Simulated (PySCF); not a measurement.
F4Nb (SMILES [F][Nb+]([F])([F])[F]), charge +1, singlet, geometry from GFN2-xTB (such geometries of metal compounds can be far from the true shape) (the multiplicity is a formal guess) (core potentials on Nb); B3LYP/def2-SVP (PySCF).

Input for PySCF:
```python
from pyscf import gto, scf, dft

mol = gto.M(
    atom='''
Nb    0.000000    0.000000    0.000000
F     1.172470    0.826554   -1.022711
F     0.841746   -1.105257    1.083367
F    -1.122575   -0.908216   -1.009347
F    -0.891640    1.186919    0.948691
''',
    basis='def2-svp',
    ecp={'Nb': 'def2-svp'},
    charge=1,
    spin=0,
    verbose=4,
)

mf = dft.RKS(mol)
mf.xc = 'b3lyp'
mf.grids.becke_scheme = dft.gen_grid.stratmann
mf.kernel()
```

It wrote (shortened):

```
PySCF version 2.14.0

[INPUT] verbose = 4
[INPUT] num. atoms = 5
[INPUT] num. electrons = 48
[INPUT] charge = 1
[INPUT] spin (= nelec alpha-beta = 2S) = 0
[INPUT] symmetry False subgroup None
[INPUT] Mole.unit = angstrom
[INPUT] Symbol           X                Y                Z      unit          X                Y                Z       unit  Magmom
[INPUT]  1 Nb     0.000000000000   0.000000000000   0.000000000000 AA    0.000000000000   0.000000000000   0.000000000000 Bohr   0.0
[INPUT]  2 F      1.172470000000   0.826554000000  -1.022711000000 AA    2.215647189269   1.561960687164  -1.932643694580 Bohr   0.0
[INPUT]  3 F      0.841746000000  -1.105257000000   1.083367000000 AA    1.590669406448  -2.088633027258   2.047266922392 Bohr   0.0
[INPUT]  4 F     -1.122575000000  -0.908216000000  -1.009347000000 AA   -2.121359304284  -1.716279501948  -1.907389394651 Bohr   0.0
[INPUT]  5 F     -0.891640000000   1.186919000000   0.948691000000 AA   -1.684955401707   2.242951842043   1.792766166840 Bohr   0.0

nuclear repulsion = 229.965466042932
number of shells = 35
number of NR pGTOs = 153
number of NR cGTOs = 87
basis = def2-svp
ecp = {'Nb': 'def2-svp'}

******** <class 'pyscf.dft.rks.RKS'> ********
method = RKS
initial guess = minao
damping factor = 0
level_shift factor = 0
DIIS = <class 'pyscf.scf.diis.CDIIS'>
diis_start_cycle = 1
diis_space = 8
diis_damp = 0
SCF conv_tol = 1e-09
SCF conv_tol_grad = None
SCF max_cycles = 50
direct_scf = True
direct_scf_tol = 1e-13
XC library pyscf.dft.libxc version 7.1.2
    S. Lehtola, C. Steigemann, M. J. T. Oliveira, and M. A. L. Marques,  SoftwareX 7, 1–5 (2018)
XC functionals = b3lyp
    P. J. Stephens, F. J. Devlin, C. F. Chabalowski, and M. J. Frisch,  J. Phys. Chem. 98, 11623 (1994)
radial grids:
    Treutler-Ahlrichs [JCP 102, 346 (1995); DOI:10.1063/1.469408] (M4) radial grids

becke partition: Stratmann, Scuseria, Frisch. CPL, 257, 213 (1996); DOI:10.1016/0009-2614(96)00600-8
pruning grids: <function nwchem_prune>
grids dens level: 3
symmetrized grids: False
atomic radii adjust function: <function treutler_atomic_radii_adjust>
small_rho_cutoff = 0
Set gradient conv threshold to 3.16228e-05
Initial guess from minao.
tot grids = 79488
init E= -449.324687805744
  HOMO = -0.800726459669292  LUMO = -0.557552734246394  gap/eV = 6.61709
cycle= 1 E= -455.866999885937  delta_E= -6.54  |g|= 0.705  |ddm|= 3.82
  HOMO = -0.662537875865346  LUMO = -0.221801862941374  gap/eV = 11.99304
cycle= 2 E= -455.872953844034  delta_E= -0.00595  |g|= 0.665  |ddm|= 1.48
  HOMO = -0.691295184397912  LUMO = -0.3689651307239  gap/eV = 8.77105
cycle= 3 E= -455.952273908562  delta_E= -0.0793  |g|= 0.442  |ddm|= 0.873
  HOMO = -0.719081905770749  LUMO = -0.371924573409819  gap/eV = 9.44663
cycle= 4 E= -455.984374406193  delta_E= -0.0321  |g|= 0.0125  |ddm|= 0.24
  HOMO = -0.718576074909742  LUMO = -0.371748595929619  gap/eV = 9.43766
cycle= 5 E= -455.984401937513  delta_E= -2.75e-05  |g|= 0.00184  |ddm|= 0.0118
  HOMO = -0.718588522548541  LUMO = -0.371549296464458  gap/eV = 9.44342
cycle= 6 E= -455.984402408767  delta_E= -4.71e-07  |g|= 0.000485  |ddm|= 0.00142
  HOMO = -0.718596911539351  LUMO = -0.371600861084483  gap/eV = 9.44224
cycle= 7 E= -455.984402455992  delta_E= -4.72e-08  |g|= 1.84e-05  |ddm|= 0.000376
  HOMO = -0.718596279959124  LUMO = -0.371600564954127  gap/eV = 9.44223
cycle= 8 E= -455.984402455938  delta_E= 5.42e-11  |g|= 2.71e-05  |ddm|= 2.78e-05
  HOMO = -0.718595962514029  LUMO = -0.371600336736796  gap/eV = 9.44223
Extra cycle  E= -455.984402455385  delta_E= 5.53e-10  |g|= 6.21e-05  |ddm|= 5.34e-05
converged SCF energy = -455.984402455385
```
